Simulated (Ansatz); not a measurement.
Start from `Cl[SiH2]Br` and change one atom or group to get `[AlH2][SiH2]Cl`.

Ansatz, PBE0-D4/def2-TZVP geometries, multiplicity 1. 

Scalar relativity is left out up to krypton.

```
                                          property  `Cl[SiH2]Br`
              HOMO–LUMO gap (PBE0/def2-TZVPP) / eV          8.38
                HOMO energy (PBE0/def2-TZVPP) / eV         -8.70
size of the dipole moment (ωB97M-V/def2-TZVPP) / D          1.12
                 HOMO energy (PBE/def2-TZVPP) / eV         -7.41
                 LUMO energy (PBE/def2-TZVPP) / eV         -1.24
               LUMO energy (B3LYP/def2-TZVPP) / eV         -0.55
```

**Question.** Give the same properties after the change, and the shifts. (Estimate.)

**Answer.** Computed: 
| property | `[AlH2][SiH2]Cl` | shift |
| --- | --- | --- |
| HOMO–LUMO gap (PBE0/def2-TZVPP) / eV | 5.23 | -3.15 |
| HOMO energy (PBE0/def2-TZVPP) / eV | -7.57 | 1.13 |
| size of the dipole moment (ωB97M-V/def2-TZVPP) / D | 1.77 | 0.65 |
| HOMO energy (PBE/def2-TZVPP) / eV | -6.46 | 0.95 |
| LUMO energy (PBE/def2-TZVPP) / eV | -3.10 | -1.86 |
| LUMO energy (B3LYP/def2-TZVPP) / eV | -2.51 | -1.96 |

With PBE0 the HOMO rises by 1.13 eV and the LUMO falls by 2.00 eV, so the gap narrows by about 3.13 eV. PBE moves the HOMO by 0.95 eV and ωB97M-V by 1.36 eV. The zero-point energy changes by 30.6 kJ/mol with +6 modes. Dipoles are sizes alone; their direction can turn.

B3LYP here is the variant with VWN-RPA as its local correlation; programs differ in this.

Spin–orbit coupling is left out; it splits and shifts lone-pair levels of the heavy atoms by tenths of an eV.
